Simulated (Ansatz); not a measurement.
Results of the Gaussian-basis code of Ansatz.

A structure relaxed at PBE0-D4/def2-TZVP, charge 0, multiplicity 1:

```xyz
13

N    -1.326    1.123    0.724
Si   -0.855   -0.366    1.424
O     0.245   -1.157    0.493
Si    1.313   -0.732   -0.650
N     0.497   -0.134   -2.012
Cl    2.583    0.664    0.219
H    -2.255    1.266    0.365
H    -0.872    1.990    0.958
H    -2.054   -1.230    1.511
H    -0.229   -0.138    2.747
H     2.162   -1.872   -1.036
H     0.996    0.008   -2.876
H    -0.204    0.578   -1.866
```

Question: Give its formula and SMILES.

Answer: ClH7N2OSi2, `N[SiH2]O[SiH](N)Cl`.

Question: Point group (tolerance 0.08 Å, 0.16 Å for H)?

Answer: C1.

Question: Summarise the bond lengths by kind.

Answer: 2 × N–Si 1.697 to 1.711 Å; 4 × H–N 1.005 to 1.009 Å; 2 × O–Si 1.621 to 1.645 Å; 3 × H–Si 1.473 to 1.481 Å; 1 × Cl–Si 2.078 Å.
